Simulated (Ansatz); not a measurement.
Relaxing a trial structure of C2H7BOSi

The starting geometry of this gas-phase singlet was optimised with GFN2-xTB; its bonds are those of `B1OCC[SiH2]1`.

```xyz
12

C     0.0322    0.1933    0.4442
C    -0.5096   -1.2349    0.3868
B     1.9077   -0.6984   -0.7068
O     1.3845    0.2846    0.0163
Si    0.5709   -2.1272   -0.9331
H     3.0187   -0.5357   -1.0446
H    -0.5502    0.8489   -0.2133
H    -0.0077    0.6122    1.4553
H    -1.5756   -1.2176    0.1788
H    -0.3806   -1.7118    1.3581
H    -0.2036   -2.2048   -2.1853
H     0.7762   -3.5161   -0.4998
```

Q: Where would you expect an optimisation with PBE-D3(BJ)/def2-SVP to take it?

A: It keeps its bonds, and is `B1OCC[SiH2]1`.

The energy falls by 0.18 eV over 10 steps:

| step | E − E(last) (eV) |
| --- | --- |
| 1 | 0.178 |
| 2 | 0.015 |
| 3 | 0.001 |
| 4 | 0.001 |
| 5 | 0.000 |
| 6 | 0.000 |
| 7 | 0.000 |
| 8 | 0.000 |
| 9 | 0.000 |
| 10 | 0.000 |

Final geometry (Å):

```yaml
atoms:
  - { symbol: C, position_ang: [0.0036, 0.2100, 0.4410] }
  - { symbol: C, position_ang: [-0.5294, -1.2299, 0.4203] }
  - { symbol: B, position_ang: [1.9420, -0.7138, -0.7009] }
  - { symbol: O, position_ang: [1.3950, 0.2940, 0.0246] }
  - { symbol: Si, position_ang: [0.5124, -2.1424, -0.9143] }
  - { symbol: H, position_ang: [3.0943, -0.5651, -1.0593] }
  - { symbol: H, position_ang: [-0.5734, 0.8610, -0.2502] }
  - { symbol: H, position_ang: [-0.0440, 0.6742, 1.4472] }
  - { symbol: H, position_ang: [-1.6232, -1.2485, 0.2472] }
  - { symbol: H, position_ang: [-0.3391, -1.7280, 1.3945] }
  - { symbol: H, position_ang: [-0.1759, -2.1484, -2.2585] }
  - { symbol: H, position_ang: [0.8008, -3.5706, -0.5352] }
```

Frequencies at the end are all real (lowest 128 cm⁻¹). Run with Ansatz 0.2.0, 23 s on 2 threads of Intel(R) Xeon(R) Processor @ 2.70GHz, with other jobs on the host.
